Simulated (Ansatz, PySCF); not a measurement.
Molecule: sum formula BN2H4F, charge 0, multiplicity 1. SMILES: FB(N)N
Geometry from a B3LYP-D3(BJ)/def2-TZVP (Ansatz, a first-principles code) optimisation:
```xyz
8

B      0.0014     0.0156     0.0056
F      0.1193     1.2867     0.4613
N      1.1907    -0.7037    -0.2412
N     -1.3015    -0.4919    -0.1874
H      1.2201    -1.6480    -0.5787
H      2.0929    -0.2912    -0.0857
H     -2.1138     0.0663     0.0051
H     -1.5042    -1.4165    -0.5199
```

Property: vertical ionisation energy (to the doublet state of charge +1; each state is the SCF solution reached for its spin; the UHF <S^2> is 0.88 for the doublet (pure: 0.75); for the doublet the Hartree-Fock reference is unstable and T1 is 0.022), in eV. Valence correlation only, unless marked. Open shells are spin-unrestricted. No spin-orbit coupling. Non-relativistic.  The program attaches cautions to a run behind CCSD/aug-cc-pVTZ: other roots.

```tsv
level	program	vertical ionisation energy (eV)
SVWN5/def2-TZVPD	Ansatz	9.61
PBE/def2-TZVPD	Ansatz	9.35
B3LYP/def2-TZVPD	Ansatz	9.59
wB97X-V/def2-TZVPD	Ansatz	9.80
RI-MP2/aug-cc-pVTZ	Ansatz	10.21
CCSD/aug-cc-pVTZ	Ansatz	9.84
```

For comparison, minus the highest occupied orbital energy (PySCF): 10.74 eV at HF/def2-TZVPD, 8.69 eV at M06-2X/def2-TZVPD, 6.41 eV at TPSSh/def2-TZVPD.
